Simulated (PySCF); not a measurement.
# Electron affinity of Sr by level of theory

Sr⁻ [Kr] 4d1 5s2 (2D) → Sr [Kr] 5s2 (1S), as a difference of total energies. All numbers are calculated (PySCF 2.14, scalar relativity by spin-free X2C-1e, in x2c-TZVPPall with one added diffuse shell each of s, p, d, f type (9s7p7d3f1g, 95 functions)). Correlated levels: valence and next inner shell: [Ar] 3d10 frozen. The calculations carry no spin-orbit coupling.

```csv
method,electron affinity (eV)
UHF,-0.912
MP2 (valence and next inner shell),-0.816
SCS-MP2 (valence and next inner shell),-0.831
CCSD (valence and next inner shell),-0.764
CCSD(T) (valence and next inner shell),-0.727
```

The configuration of this anion was assumed by filling the next shell in order. It is not the known or likely ground configuration (Ca⁻, Sr⁻ and Ba⁻, for instance, bind a p electron), so these values are not the electron affinity of the element.

A negative affinity means that the anion lies above the atom at that level of theory.

The coupled-cluster amplitudes are large for Sr⁻ (T1 above 0.03 or a double amplitude above 0.15), so a single reference is strained.
